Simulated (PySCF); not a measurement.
PySCF 2.14 output of an unrestricted r2SCAN calculation on a single atom or ion in cc-pVDZ, with no relativity, point nucleus:

```
SCF conv_tol = 1e-09
number electrons alpha = 14  beta = 9
    J. W. Furness, A. D. Kaplan, J. Ning, J. P. Perdew, and J. Sun.,  J. Phys. Chem. Lett. 11, 8208-8215 (2020)
    J. W. Furness, A. D. Kaplan, J. Ning, J. P. Perdew, and J. Sun.,  J. Phys. Chem. Lett. 11, 9248-9248 (2020)
    J. W. Furness, A. D. Kaplan, J. Ning, J. P. Perdew, and J. Sun.,  J. Phys. Chem. Lett. 11, 8208-8215 (2020)
    J. W. Furness, A. D. Kaplan, J. Ning, J. P. Perdew, and J. Sun.,  J. Phys. Chem. Lett. 11, 9248-9248 (2020)
cycle= 1 E= -1044.16616982721  delta_E= -0.00228  |g|= 0.0557  |ddm|= 0.385
cycle= 2 E= -1044.16491212279  delta_E= 0.00126  |g|= 0.0801  |ddm|= 0.231
cycle= 3 E= -1044.16735437846  delta_E= -0.00244  |g|= 0.000343  |ddm|= 0.115
cycle= 4 E= -1044.16735443951  delta_E= -6.1e-08  |g|= 6e-05  |ddm|= 0.000978
cycle= 5 E= -1044.16735444091  delta_E= -1.41e-09  |g|= 1.29e-06  |ddm|= 0.000147
cycle= 6 E= -1044.16735444091  delta_E= 1.82e-12  |g|= 1.34e-07  |ddm|= 4.14e-06
converged SCF energy = -1044.16735444091  <S^2> = 8.7500785  2S+1 = 6.0000262
```

The run itself started from symmetry-adapted Hartree-Fock orbitals and held the occupation by maximum overlap, on a logarithmic radial grid, so the iterations belong to that start.

**Question.** Which element, charge and spin multiplicity is this?

**Answer.** Cr⁺ (chromium, charge +1), multiplicity 6; the state was [Ar] 3d5, high-spin 6S determinant.
